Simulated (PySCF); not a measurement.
TDDFT excited states: C4H3F3N2S

Compound: C4H3F3N2S.
Bonds: C1–C2, C2–N3 (aromatic), N3–N4 (aromatic), N4–C5 (aromatic), C5–C6, C6–F7, C6–F8, C6–F9, C5–S10 (aromatic), C2–S10 (aromatic). Hydrogens: H11, H12, H13 on C1.

Computed, not measured: TDDFT CAM-B3LYP/def2-SVPD, vertical, gas phase, core orbitals frozen in the response in PySCF 2.14.0, density-fitted response routines. Geometry: GFN2-xTB; no solvent, vibrations or thermal averaging. Torsions of this conformer, `[CH3:1][c:2]1[n:3][n:4][c:5]([C:6]([F:7])([F:8])[F:9])[s:10]1`: N4–C5–C6–F7 121°.

| state | E (eV) | ν̃ (cm⁻¹) | f | symmetry | main configurations (H = HOMO, L = LUMO) |
| --- | --- | --- | --- | --- | --- |
| S1 | 4.51 | 36400 | 0.0001 | – | H→L (98%) |
| S2 | 5.93 | 47800 | 0.137 | A′ | H-1→L (90%) |
| S3 | 5.99 | 48330 | 0.0019 | – | H-3→L (80%), H→L+3 (17%) |
| S4 | 6.06 | 48900 | 0.042 | A′ | H-2→L (74%), H→L+1 (15%) |
| S5 | 6.50 | 52440 | 0.0032 | A″ | H→L+3 (65%), H-3→L (17%), H-1→L+1 (11%) |
| S6 | 6.60 | 53230 | 0.0009 | – | H-2→L+1 (44%), H-1→L+1 (34%), H→L+3 (9%) |
| S7 | 6.89 | 55550 | 0.0016 | – | H-1→L+1 (43%), H-2→L+1 (41%) |
| S8 | 6.98 | 56280 | 0.050 | A′ | H→L+1 (59%), H-1→L+3 (21%), H-2→L (11%) |

Triplets, Tamm–Dancoff:

| state | E (eV) | λ (nm) | main configurations (H = HOMO, L = LUMO) |
| --- | --- | --- | --- |
| T1 | 4.03 | 307.6 | H-1→L (94%) |
| T2 | 4.04 | 306.8 | H→L (93%) |
| T3 | 5.01 | 247.3 | H-2→L (97%) |

The lowest singlet lies at 4.51 eV (275 nm, ultraviolet) and is dark (f under 0.0005); its leading configuration is HOMO→LUMO (98%). The most intense listed level is S2 at 5.93 eV (209 nm, f = 0.137), 1.41 eV above S1. Löwdin shares by element: HOMO nitrogen 75%, carbon 16% or more; LUMO carbon 38% or more, sulfur 23%, nitrogen 16% or more (atoms not listed hold the other 22%). The oscillator strengths of these states sum to 0.237; summed over the whole spectrum of an exact calculation they would give the number of electrons, 84 (Thomas–Reiche–Kuhn). The listed states span 2.47 eV, and the widest gap between neighbours is 1.41 eV (S1 to S2). Orbital energies (eV): HOMO-3 -11.07, HOMO-2 -10.54, HOMO-1 -9.98, HOMO -9.48, LUMO -0.94, LUMO+1 0.32, LUMO+2 0.94. Symmetry labels in Cs follow from the direction of the transition dipole and are given only for states with f of 0.002 or more. The window holds the lowest 8 singlets.
